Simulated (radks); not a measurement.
Xe+, configuration [Kr] 4d10 5s2 5p5. Calculated with a radial shooting solver on a logarithmic mesh with Libxc functionals: non-relativistic Kohn-Sham, r2SCAN, spin-polarised, spherical densities, point nucleus; open shells are filled with parallel spins first (spin-orbit coupling, left out, can overturn this in heavy ions); meta-GGA in the generalised Kohn-Sham scheme; relativity is left out, which matters for an element this heavy. Some entries of the table are withheld. Estimate them.

orbital  occ.  eigenvalue (eV)  <r> (bohr)  <1/r> (bohr^-1)
1s up       1        -32990.10     0.02815            53.46
1s down     1        -32990.04     0.02815            53.46
2s up       1        -5028.230      0.1210            12.30
2s down     1        -5028.222      0.1210            12.30
2p up       3        -4728.611      0.1030            12.30
2p down     3        -4728.570      0.1030            12.30
3s up       1        -1040.752      0.3197            4.514
3s down     1        -1040.723      0.3197            4.514
3p up       3        -913.7170      0.3102            4.433
3p down     3        -913.6732      0.3102            4.433
3d up       5        -678.4149      0.2812            4.296
3d down     5        -678.3686      0.2812            4.296
4s up       1        -197.0137      0.7466            1.848
4s down     1        -196.9194      0.7467            1.847
4p up       3        -151.4821         (1)            1.748
4p down     3        -151.3877         (2)            1.748
4d up       5         -73.4872      0.8711            1.517
4d down     5         -73.3544      0.8697            1.519
5s up       1         -28.4063       1.911           0.6772
5s down     1         -27.4652       1.915           0.6769
5p up       3              (3)       2.197           0.5838
5p down     2              (4)       2.211           0.5809

Answer. 
(1) 4p up <r> (bohr): 0.7778
(2) 4p down <r> (bohr): 0.7777
(3) 5p up eigenvalue (eV): -17.7524
(4) 5p down eigenvalue (eV): -16.8572
